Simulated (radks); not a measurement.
All-electron atom: Rb+ in [Kr]. All-electron calculation, Dirac Kohn-Sham, PBE, spin-unpolarised, spherical densities, point nucleus; speed of light set to 116.481 atomic units (0.85 times the physical value, a model run). Program: a radial shooting solver on a logarithmic mesh with Libxc functionals.

Spin-orbit splittings of the eigenvalues, e(l+1/2) - e(l-1/2), with zeta = 2 splitting/(2l+1) and mean radii in bohr:

shell	occ.	splitting (eV)	zeta (eV)	<r> j=l-1/2	<r> j=l+1/2
2p	6	85.59	57.06	0.1504	0.1561
3p	6	12.89	8.594	0.5069	0.5215
3d	10	2.138	0.8553	0.5230	0.5282
4p	6	1.249	0.8328	1.677	1.729
